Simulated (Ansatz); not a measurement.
Relaxation of a periodic cell of 24 atoms, N (contents 12 N2, density as packed 0.62 g/cm³ with natural masses), to a largest force component of 0.3 eV/Å in at most 15 steps.

Level of theory: DFT PBE-D3(BJ), scalar-relativistic, plane waves, PAW (Ansatz). Settings: cutoff 420 eV, k mesh 1x1x1, fermi-dirac smearing 0.02 eV, no spin polarisation.

```xyz
24
Lattice="9.6720 0.0000 0.0000 0.0000 9.6720 0.0000 0.0000 0.0000 9.6720" Properties=species:S:1:pos:R:3
N 1.039 9.114 1.541
N 0.892 9.264 0.431
N 8.363 3.582 9.824
N 7.878 4.146 8.974
N 0.660 9.183 6.602
N 0.914 8.326 7.294
N 6.357 2.400 6.598
N 6.566 2.118 5.524
N 4.245 0.797 8.356
N 5.258 0.818 8.855
N 2.720 5.131 6.859
N 1.593 5.130 6.774
N 5.619 8.921 0.995
N 4.539 9.164 1.224
N 4.232 3.913 2.385
N 4.614 2.889 2.099
N 6.236 8.128 4.856
N 6.697 7.106 4.718
N 3.361 8.216 6.177
N 3.172 8.311 5.067
N 8.842 5.012 5.897
N 8.252 4.111 6.238
N 0.947 2.548 9.794
N 0.947 2.542 8.664
```

Q: Where does it end, and by what steps?

A: The run converged. The threshold is loose, so the end isn't yet a minimum. The force dipped under the threshold on the way, but the program's further checks kept it going. Limits of this set-up: coarse k mesh. After 9 steps the energy has fallen by 2.012 eV; N12 moved furthest, 1.11 Å.

```
step  energy less start (eV)  largest force component (eV/Å)  accepted
   0                  0.0000                           4.010       yes
   1                 -1.3940                           2.367       yes
   2                 -1.6924                           1.348       yes
   3                 -1.8538                           0.711       yes
   4                 -1.9383                           0.355       yes
   5                 -1.9849                           0.243       yes
   6                 -1.9676                           2.339        no
   7                 -1.9930                           1.095       yes
   8                 -2.0116                           0.203       yes
   9                 -2.0117                           0.202       yes
```

```xyz
24
Lattice="9.6720 0.0000 0.0000 0.0000 9.6720 0.0000 0.0000 0.0000 9.6720" Properties=species:S:1:pos:R:3
N 0.909 8.930 1.924
N 1.205 9.068 0.870
N 7.459 3.540 9.829
N 6.993 4.300 9.179
N 0.043 9.246 6.761
N 0.249 8.289 7.266
N 5.939 2.423 5.810
N 6.293 1.948 4.880
N 3.944 1.025 8.338
N 4.971 1.144 8.722
N 3.663 5.130 6.825
N 2.624 5.111 7.194
N 5.813 8.497 1.558
N 4.736 8.705 1.677
N 4.415 3.882 2.412
N 4.387 2.840 2.054
N 6.785 8.085 4.990
N 6.757 7.057 4.588
N 3.497 8.466 5.787
N 3.108 8.421 4.756
N 9.213 5.179 5.744
N 8.774 4.285 6.215
N 1.262 2.757 9.695
N 0.901 2.543 8.675
```

Time of the run: 60 s on 1 thread of Arm Neoverse V1, on a shared host, peak memory 0.65 GiB.
